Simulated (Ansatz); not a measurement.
**Cost against result**

The pair of CH2O (SMILES C=O, atoms 1–4) and SbH3 (SMILES [SbH3], atoms 5–8), both closed shells, in one local arrangement (a lower one may exist), relaxed at PBE0-D4/def2-TZVP:

C1  (0.010, 0.479, -1.857)
O2  (0.201, 1.311, -1.018)
H3  (-0.327, -0.544, -1.598)
H4  (0.161, 0.692, -2.933)
Sb5  (-0.230, 0.195, 1.989)
H6  (1.345, -0.212, 1.476)
H7  (-0.936, -0.828, 0.815)
H8  (-0.224, -1.091, 3.126)
(Å)

Interaction energies are counterpoise-corrected; the time is that of the whole pair.

Computed with Ansatz 0.2.0 (basis: as named in each row); correlated methods freeze the cores. Filled d shells of the heavier atoms are correlated. Core potentials replace the inner electrons of the atoms past krypton. The def2 sets are not built for correlating such inner shells, so the correlated values are less sure here. B3LYP uses VWN-RPA correlation. Extrapolation: Hartree–Fock as exp(−7.88 √X), correlation as X^−2.97.

Times are rough, for one single point on 4 threads of a shared host (Arm Neoverse V2).

The estimate by CCSD(T) at an estimated basis limit (MP2 extrapolated from triple and quadruple zeta, plus CCSD(T) − MP2 in triple zeta) is -0.111 eV.

```
   method        basis  time (s)  interaction energy (eV)  method less estimate
    SPW92     def2-SVP   under 1                   -0.156                -0.045
   PBE-D4     def2-SVP   under 1                   -0.110                 0.001
  PBE0-D4     def2-SVP   under 1                   -0.108                 0.003
   PBE-D4  def2-TZVPPD         1                   -0.122                -0.010
revPBE-D4  def2-TZVPPD         1                   -0.113                -0.001
  BLYP-D4  def2-TZVPPD         1                   -0.117                -0.006
  PBE0-D4  def2-TZVPPD         1                   -0.117                -0.006
 HSE06-D4  def2-TZVPPD         2                   -0.116                -0.005
  CCSD(T)     def2-SVP         2                   -0.039                 0.072
 B3LYP-D4  def2-TZVPPD         2                   -0.122                -0.010
r2SCAN-D4  def2-TZVPPD         2                   -0.108                 0.003
  wB97M-V     def2-SVP         2                   -0.106                 0.005
   B2PLYP  def2-TZVPPD         3                   -0.067                 0.045
  wB97X-V  def2-TZVPPD         4                   -0.117                -0.006
   B97M-V  def2-TZVPPD         4                   -0.131                -0.020
  wB97M-V  def2-TZVPPD         5                   -0.120                -0.009
      MP2  def2-QZVPPD         8                   -0.113                -0.002
  CCSD(T)  def2-TZVPPD        64                   -0.094                 0.017
```

The T1 diagnostic stays at or below 0.017.
